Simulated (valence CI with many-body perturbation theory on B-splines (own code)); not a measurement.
## Level structure of Os⁶²⁺

Calculated by configuration interaction combined with many-body perturbation theory (CI+MBPT): four valence electrons over a frozen Dirac-Fock core [Ne], a basis of 11 s, 11 p, 10 d, 8 f, 5 g, 2 h functions for each j, with the one-electron correlation potential Σ1, the two-electron term Σ2, the three-electron term Σ3, Breit, model QED; selected CI, second order for the rest, scaled by the run's own slope (own B-spline code, finite nucleus).

The last digits are not significant, and no measured levels were compared; by estimate large intervals hold to a few tenths of a per cent, small ones and those within an open d or f shell to about a per cent. Among the levels kept, up to 600 cm⁻¹ of a level comes from second order outside the variational space, and about a tenth of that is noise between levels of different J, which matters for small intervals.

Levels 136 to 169 of 169, with energies above the lowest level, (3s^2 3p1/2^2) J=0. "Leading %" is the weight of the configuration and term that name the level; weights of strongly mixed levels are sums over their largest components and can fall short. In the jj column 3d3/2^4 stands for four electrons in 3d with j = 3/2. Lifetimes count E1, E2, E3, M1 and M2 decay at the calculated energies, and are blank where another channel may lead or the interval is too uncertain; long ones can be off by a factor of two.

| No. | Configuration | Term | J | E (× 10³ cm⁻¹) | Leading % | g | Lifetime | Leading jj |
| --- | --- | --- | --- | --- | --- | --- | --- | --- |
| 136 | 3p²3d² | ³P | 2 | 14107 | 23 | 1.167 | 2.20 ps | 3p1/2^2 3d3/2 3d5/2 (97 %) |
| 137 | 3p²3d² | ³F | 4 | 14151 | 24 | 1.059 | 1.70 ps | 3p1/2^2 3d3/2 3d5/2 (95 %) |
| 138 | 3p²3d² | ³P | 1 | 14151 | 37 | 1.499 | 2.06 ps | 3p1/2^2 3d3/2 3d5/2 (98 %) |
| 139 | 3s3p²3d | ³D | 3 | 14171 | 50 | 1.248 | 233 fs | 3s 3p3/2^2 3d5/2 (96 %) |
| 140 | 3s3p²3d | ¹D | 2 | 14172 | 44 | 1.094 | 348 fs | 3s 3p3/2^2 3d5/2 (96 %) |
| 141 | 3s3p²3d | ¹P | 1 | 14283 | 36 | 1.079 | 199 fs | 3s 3p3/2^2 3d5/2 (95 %) |
| 142 | 3s3p²3d | ¹D | 2 | 14390 | 38 | 1.109 | 178 fs | 3s 3p3/2^2 3d5/2 (94 %) |
| 143 | 3p³3d | ³F° | 2 | 14497 | 42 | 0.983 | 289 fs | 3p1/2 3p3/2^2 3d3/2 (87 %) |
| 144 | 3p³3d | ³D° | 1 | 14539 | 42 | 0.985 | 233 fs | 3p1/2 3p3/2^2 3d3/2 (93 %) |
| 145 | 3p³3d | ⁵D° | 0 | 14587 | 49 |  | 235 fs | 3p1/2 3p3/2^2 3d3/2 (93 %) |
| 146 | 3p³3d | ³F° | 3 | 14597 | 33 | 1.066 | 246 fs | 3p1/2 3p3/2^2 3d3/2 (90 %) |
| 147 | 3p³3d | ³G° | 4 | 14633 | 44 | 1.042 | 279 fs | 3p1/2 3p3/2^2 3d3/2 (90 %) |
| 148 | 3p³3d | ³F° | 2 | 14750 | 30 | 1.053 | 203 fs | 3p1/2 3p3/2^2 3d3/2 (84 %) |
| 149 | 3p³3d | ³P° | 1 | 14796 | 24 | 1.314 | 199 fs | 3p1/2 3p3/2^2 3d3/2 (57 %) |
| 150 | 3p³3d | ³F° | 2 | 14814 | 34 | 1.001 | 250 fs | 3p1/2 3p3/2^2 3d3/2 (69 %) |
| 151 | 3p³3d | ³D° | 3 | 14825 | 19 | 1.142 | 202 fs | 3p1/2 3p3/2^2 3d3/2 (74 %) |
| 152 | 3p²3d² | ³F | 4 | 14913 | 29 | 1.170 | 1.66 ps | 3p1/2^2 3d5/2^2 (97 %) |
| 153 | 3s3p3d² | ⁵D° | 0 | 14964 | 76 |  | 191 fs | 3s 3p3/2 3d3/2^2 (94 %) |
| 154 | 3p³3d | ³D° | 1 | 14975 | 18 | 1.027 | 186 fs | 3p1/2 3p3/2^2 3d3/2 (57 %) |
| 155 | 3p²3d² | ³P | 2 | 14995 | 21 | 1.203 | 1.45 ps | 3p1/2^2 3d5/2^2 (98 %) |
| 156 | 3s3p3d² | ⁵F° | 3 | 15011 | 26 | 1.130 | 181 fs | 3s 3p3/2 3d3/2^2 (82 %) |
| 157 | 3s3p3d² | ⁵F° | 2 | 15018 | 27 | 1.147 | 158 fs | 3s 3p3/2 3d3/2^2 (65 %) |
| 158 | 3s3p3d² | ⁵D° | 1 | 15033 | 28 | 1.032 | 145 fs | 3p1/2 3p3/2^2 3d3/2 (54 %) |
| 159 | 3s3p3d² | ³F° | 4 | 15054 | 27 | 1.178 | 196 fs | 3s 3p3/2 3d3/2^2 (86 %) |
| 160 | 3p²3d² | ³P | 0 | 15222 | 61 |  | 1.22 ps | 3p1/2^2 3d5/2^2 (96 %) |
| 161 | 3s3p3d² | ³P° | 2 | 15226 | 28 | 1.581 | 165 fs | 3s 3p3/2 3d3/2^2 (82 %) |
| 162 | 3p³3d | ³F° | 4 | 15274 | 47 | 1.267 | 363 fs | 3p1/2 3p3/2^2 3d5/2 (83 %) |
| 163 | 3p³3d | ³D° | 3 | 15294 | 51 | 1.299 | 272 fs | 3p1/2 3p3/2^2 3d5/2 (90 %) |
| 164 | 3s3p3d² | ³D° | 1 | 15307 | 38 | 0.822 | 132 fs | 3s 3p3/2 3d3/2^2 (74 %) |
| 165 | 3p³3d | ³G° | 5 | 15313 | 67 | 1.192 | 613 fs | 3p1/2 3p3/2^2 3d5/2 (67 %) |
| 166 | 3p³3d | ¹G° | 4 | 15341 | 35 | 1.191 | 288 fs | 3p1/2 3p3/2^2 3d5/2 (88 %) |
| 167 | 3s3p3d² | ³F° | 2 | 15348 | 48 | 0.861 | 118 fs | 3s 3p3/2 3d3/2^2 (84 %) |
| 168 | 3p³3d | ¹S° | 0 | 15385 | 41 |  | 350 fs | 3p1/2 3p3/2^2 3d5/2 (79 %) |
| 169 | 3s3p3d² | ³G° | 3 | 15389 | 47 | 0.942 | 115 fs | 3s 3p3/2 3d3/2^2 (82 %) |
